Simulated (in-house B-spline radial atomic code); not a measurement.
**OLYP excitations of Sr2+**

Method: OLYP. Computed with a B-spline radial code for spherical atoms: linear response of the closed shell [Ar] 3d10 4s2 4p6 with the functional's adiabatic kernel; scalar-relativistic (spin-free one-electron X2C), finite nucleus, no spin-orbit coupling, no double excitations, S, P, D and F terms only; shells from n = 2 respond. Only terms of natural parity with L up to 3 were computed.

Command:
```bash
python run_td.py task.json out
```
Settings (radii: box in bohr, nucleus in fm):
```
Z                        38
electrons                36
configuration            [Ar] 3d10 4s2 4p6
hamiltonian              x2c
method                   optx,lyp
box_radius               29.48
rms_radius               4.224
intervals                73
```

Run time, properties included: 2.5 s on 1 thread of Arm Neoverse N1 (shared host).

The lowest states, in the order of their Tamm-Dancoff energies; the method's threshold (minus the highest occupied level) is 36.60 eV. Labels give the largest channel, * marks a mixed state, and oscillator strengths are full-response dipole values. Semilocal kernels can invert the small singlet-triplet splittings of Rydberg terms. Energies in eV:

```csv
state,full response,Tamm-Dancoff,oscillator strength
4p → 4d 3P,21.732,21.815,-
4p → 4d 3F,21.966,22.055,-
4p → 5s 3P,?,?,-
4p → 5s 1P,22.640,22.658,0.358
4p → 4d 1F,23.392,23.408,-
4p → 5p 3S,25.896,25.923,-
4p → 5p 3D,25.962,25.973,-
4p → 5p 1D,26.161,26.170,-
4p → 4d 1P,27.053,27.510,3.34
4p → 5p 1S,27.411,27.538,-
4p → 6s 3P,30.85,30.85,-
4p → 6s 1P,30.97,30.97,0.123
4p → 5d 3P,31.03,31.04,-
4p → 5d 3F,?,?,-
4p → 5d 1F,31.29,31.30,-
4p → 6p 3S,31.96,31.97,-
```

(1) Where does 4p → 5d 3F lie?

(2) Where does 4p → 5s 3P lie?

(3) How large is the singlet-triplet splitting of 4p → 5s (P terms) in Tamm-Dancoff?

(4) What polarisabilities and dispersion coefficient does the method give?

Results:

(1) At 31.07 eV in full response, 31.08 eV in Tamm-Dancoff.

(2) At 22.269 eV in full response, 22.285 eV in Tamm-Dancoff.

(3) 0.373 eV, from the unrounded values.

(4) Dipole 5.893 bohr³, quadrupole 17.98 bohr⁵, C6 29.24 hartree·bohr⁶ for two such species.
